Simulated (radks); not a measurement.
Results of a calculation; reference values are marked as such.
Cs5+, 50 electrons, occupied as [Kr] 4d10 5s2 5p2 (the NIST ground configuration). Level of theory: Dirac Kohn-Sham, exchange-only PBE, spin-unpolarised, spherical densities, finite nucleus; open shells fill j = l - 1/2 first; Fermi nuclear charge, rms radius 4.8041 fm (a radial shooting solver on a logarithmic mesh with Libxc functionals).

Spin-orbit splittings of the eigenvalues, e(l+1/2) - e(l-1/2), with zeta = 2 splitting/(2l+1) and mean radii in bohr:

shell  occ.  splitting (eV)  zeta (eV)  <r> j=l-1/2  <r> j=l+1/2
2p        6           352.3      234.9      0.09402      0.09991
3p        6           67.53      45.02       0.2887       0.3005
3d       10           14.34      5.736       0.2713       0.2750
4p        6           13.85      9.230       0.7192       0.7464
4d       10           2.318     0.9272       0.8241       0.8340
4f        0          0.1755    0.05015        1.287        1.295
5p        2           2.318      1.545        1.774        1.832
